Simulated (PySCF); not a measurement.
# How methods differ on the excitation energy of Te²⁺

Te²⁺ [Kr] 4d10 5s2 5p2 (3P) → Te²⁺ [Kr] 4d10 5s1 5p3 (5S), as a difference of total energies. Calculation: PySCF 2.14, in aug-cc-pwCVDZ-PP with ECP28MDF (6s5p4d1f, 48 functions); scalar relativity through the core potential. Correlated levels: valence: 4s2 4p6 4d10 frozen; valence and next inner shell: nothing frozen outside the core potential. The calculations carry no spin-orbit coupling.

```csv
method,excitation energy (cm⁻¹)
UHF,43491
LDA,67133
PBE,64578
PBE0,60466
r2SCAN,57407
BP86,65032
wB97M-V,60840
M06-L,65821
MP2 (valence),49545
SCS-MP2 (valence),52107
MP2 (valence and next inner shell),56150
SCS-MP2 (valence and next inner shell),57460
```
